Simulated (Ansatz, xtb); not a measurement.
# Relative energy of two isomers of C5H8GeS

We compare I, `CS[C]1=CC=[CH][GeH2]1`, a singlet, with II, `C[S][GeH]1[CH]=CC=[CH]1`, a singlet. Both are isolated molecules in the gas phase, relaxed with PBE0-D3(BJ)/def2-SVP; the shapes shown needn't be the lowest conformers.

I (Å):

```xyz
15

C    -3.5317   -0.1214   -0.8702
C    -0.9083    0.7137   -0.8642
C     0.2236    1.4561   -0.7529
C     1.5000    0.7931   -1.0516
C     1.4993   -0.5071   -1.4188
Ge   -0.3432   -1.0864   -1.4230
S    -2.5016    1.3239   -0.5536
H    -3.4398   -0.4586   -1.9131
H    -4.5697    0.1913   -0.6915
H    -3.2887   -0.9453   -0.1831
H     0.2171    2.5098   -0.4547
H     2.4244    1.3764   -0.9673
H     2.4063   -1.0647   -1.6552
H    -0.7075   -2.1689   -0.3908
H    -0.9164   -1.4880   -2.7942
```

II (Å):

| atom | x (Å) | y (Å) | z (Å) |
| --- | --- | --- | --- |
| C | -2.9976 | 2.0986 | 1.0374 |
| C | 0.9071 | 0.3674 | -1.2259 |
| C | 1.6623 | -0.4932 | -0.5166 |
| C | 1.0419 | -1.1797 | 0.6415 |
| C | -0.2466 | -0.9074 | 0.9234 |
| Ge | -0.8490 | 0.3874 | -0.4007 |
| S | -1.3201 | 2.4063 | 0.3996 |
| H | -2.9896 | 1.4006 | 1.8866 |
| H | -3.6665 | 1.7183 | 0.2516 |
| H | -3.3838 | 3.0664 | 1.3860 |
| H | -2.0394 | -0.0828 | -1.2608 |
| H | 1.2778 | 0.9232 | -2.0882 |
| H | 2.7107 | -0.7008 | -0.7587 |
| H | 1.6468 | -1.8783 | 1.2307 |
| H | -0.7824 | -1.3604 | 1.7592 |

Quicker runs give these differences E(II) − E(I): GFN2-xTB −12.8 kcal/mol; HF/STO-3G −10.5 kcal/mol (at GFN2-xTB geometries); r2SCAN-D4/def2-SVP −13.8 kcal/mol (at GFN2-xTB geometries).

Q: Estimate E(II) − E(I) at the level CCSD(T)/def2-SVP + ΔMP2/def2-TZVPP.

A: Calculated at CCSD(T)/def2-SVP + ΔMP2/def2-TZVPP: E(II) − E(I) = −16.2 kcal/mol, so structure II lies lower.

The same difference at several levels:

```json
{"level": "GFN2-xTB", "geometry": "GFN2-xTB", "E(II) − E(I) (kcal/mol)": "−12.8", "departure from the last row (kcal/mol)": "+3.4", "job, with rough time for the two": "optimisation, 0.41 s"}
{"level": "HF/STO-3G", "geometry": "GFN2-xTB", "E(II) − E(I) (kcal/mol)": "−10.5", "departure from the last row (kcal/mol)": "+5.7", "job, with rough time for the two": "single point, 0.66 s"}
{"level": "r2SCAN-D4/def2-SVP", "geometry": "GFN2-xTB", "E(II) − E(I) (kcal/mol)": "−13.8", "departure from the last row (kcal/mol)": "+2.4", "job, with rough time for the two": "single point, 5.1 s"}
{"level": "PBE0-D3(BJ)/def2-SVP", "geometry": "PBE0-D3(BJ)/def2-SVP", "E(II) − E(I) (kcal/mol)": "−14.7", "departure from the last row (kcal/mol)": "+1.5", "job, with rough time for the two": "optimisation, 84 s"}
{"level": "HF/def2-SVP", "geometry": "PBE0-D3(BJ)/def2-SVP", "E(II) − E(I) (kcal/mol)": "−20.4", "departure from the last row (kcal/mol)": "−4.2", "job, with rough time for the two": "part of the CCSD(T) run"}
{"level": "MP2/def2-SVP", "geometry": "PBE0-D3(BJ)/def2-SVP", "E(II) − E(I) (kcal/mol)": "−14.9", "departure from the last row (kcal/mol)": "+1.3", "job, with rough time for the two": "part of the CCSD(T) run"}
{"level": "CCSD(T)/def2-SVP", "geometry": "PBE0-D3(BJ)/def2-SVP", "E(II) − E(I) (kcal/mol)": "−15.4", "departure from the last row (kcal/mol)": "+0.8", "job, with rough time for the two": "single point"}
{"level": "CCSD(T)/def2-SVP + ΔMP2/def2-TZVPP", "geometry": "PBE0-D3(BJ)/def2-SVP", "E(II) − E(I) (kcal/mol)": "−16.2", "departure from the last row (kcal/mol)": "", "job, with rough time for the two": "single point, 2.3 min"}
```

As drawn, II has 1 Ge–S, 1 C–H in place of 1 C–S, 1 Ge–H.

None of the levels shown reverses the order. The largest departure from CCSD(T)/def2-SVP + ΔMP2/def2-TZVPP is that of HF/STO-3G, 5.7 kcal/mol. The last row adds to CCSD(T) the change of the MP2 difference between the two basis sets, here −0.8 kcal/mol.

With thermal terms from frequencies at re-optimised GFN2-xTB minima (ideal gas, soft modes damped towards free rotors, one conformer each, 298.15 K, 1 atm): the zero-point term adds +1.5 kcal/mol; ΔH is −14.4 and ΔG −15.3 kcal/mol.

The correlated steps freeze 19 core orbitals; the filled d shell of Ge is correlated, in a basis made for valence electrons. Programs: Ansatz 0.2.0, xtb 6.7.1; the last row on 4 threads of Arm Neoverse V1 on a shared host.
